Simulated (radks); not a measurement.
Values are calculated unless marked as measured or tabulated.
Exchange energies: the exact (Fock) value of the Kohn-Sham orbitals and density-functional approximations, in hartree. Species: Ca2+ [Ar]; Sb3+ [Kr] 4d10 5s2; Hf4+ [Xe] 4f14; N4+ [He] 2s1. Level of theory: non-relativistic Kohn-Sham, LDA (Slater exchange, Perdew-Wang correlation), spin-polarised, spherical densities, point nucleus (a radial shooting solver on a logarithmic mesh with Libxc functionals). Every spin shell is full or empty, so the densities are truly spherical. Functionals are evaluated on that one density, not self-consistently.

[
 {"functional": "exact", "Ca2+": "-34.8819", "Sb3+": "-162.855", "Hf4+": "-288.197", "N4+": "-4.64139"},
 {"functional": "LDA", "Ca2+": "-32.297", "Sb3+": "-155.02", "Hf4+": "-277.15", "N4+": "-4.0250"},
 {"functional": "PBE", "Ca2+": "-34.689", "Sb3+": "-162.18", "Hf4+": "-287.71", "N4+": "-4.5810"},
 {"functional": "PBEsol", "Ca2+": "-33.730", "Sb3+": "-159.21", "Hf4+": "-283.29", "N4+": "-4.3818"},
 {"functional": "RPBE", "Ca2+": "-34.855", "Sb3+": "-162.50", "Hf4+": "-288.09", "N4+": "-4.6550"},
 {"functional": "PW91", "Ca2+": "-34.838", "Sb3+": "-162.87", "Hf4+": "-288.85", "N4+": "-4.5956"},
 {"functional": "PW86", "Ca2+": "-35.009", "Sb3+": "-162.55", "Hf4+": "-287.73", "N4+": "-4.6611"},
 {"functional": "OPTX", "Ca2+": "-34.935", "Sb3+": "-164.93", "Hf4+": "-293.82", "N4+": "-4.6333"},
 {"functional": "WC", "Ca2+": "-34.370", "Sb3+": "-161.48", "Hf4+": "-286.83", "N4+": "-4.4875"},
 {"functional": "G96", "Ca2+": "-34.923", "Sb3+": "-163.45", "Hf4+": "-290.05", "N4+": "-4.6358"},
 {"functional": "EV93", "Ca2+": "-35.170", "Sb3+": "-162.40", "Hf4+": "-287.36", "N4+": "-4.8420"},
 {"functional": "TPSS", "Ca2+": "-34.933", "Sb3+": "-162.39", "Hf4+": "-287.55", "N4+": "-4.6582"},
 {"functional": "revTPSS", "Ca2+": "-34.685", "Sb3+": "-161.37", "Hf4+": "-286.07", "N4+": "-4.6522"},
 {"functional": "Tao-Mo", "Ca2+": "-34.791", "Sb3+": "-161.55", "Hf4+": "-286.29", "N4+": "-4.6638"},
 {"functional": "MVS", "Ca2+": "-34.821", "Sb3+": "-162.97", "Hf4+": "-288.74", "N4+": "-4.6285"}
]
